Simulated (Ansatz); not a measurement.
## C2H6Cl2Si (dichlorodimethylsilane): the energy, rung by rung

The species is C2H6Cl2Si (11 atoms), meant as a singlet with charge 0. SMILES: `C[Si](C)(Cl)Cl`. The shape was relaxed beforehand at B3LYP/def2-SVP.

```xyz
11

C    -1.4865    0.2621    0.5745
Si    0.0501    0.4064   -0.4770
C     1.4251   -0.7598    0.0098
Cl   -0.4657    0.0353   -2.4650
Cl    0.7617    2.3644   -0.3517
H    -1.2524    0.4785    1.6294
H    -2.2566    0.9730    0.2381
H    -1.9029   -0.7562    0.5093
H     1.7392   -0.5715    1.0492
H     2.2993   -0.6260   -0.6455
H     1.0886   -1.8062   -0.0709
```

Each level gives the dissociation energy of the H10–C3 bond into doublet H and doublet C2H5Cl2Si (shapes relaxed at B3LYP/def2-SVP, no zero-point term) (eV). The values are calculated.

```
           level                    kind  program  value (eV)
     HF/def2-SVP            Hartree–Fock   Ansatz        3.59
    PBE/def2-SVP                     GGA   Ansatz        4.62
 r2SCAN/def2-SVP                meta-GGA   Ansatz        4.55
  B3LYP/def2-SVP           global hybrid   Ansatz        4.65
wB97M-V/def2-SVP  range-separated hybrid   Ansatz        4.80
```

The values span 3.59 to 4.80 eV. Hartree–Fock misses the correlation of the electron pair that is broken and comes out low. Measured bond enthalpies also hold zero-point and thermal terms, a few tenths of an eV less.
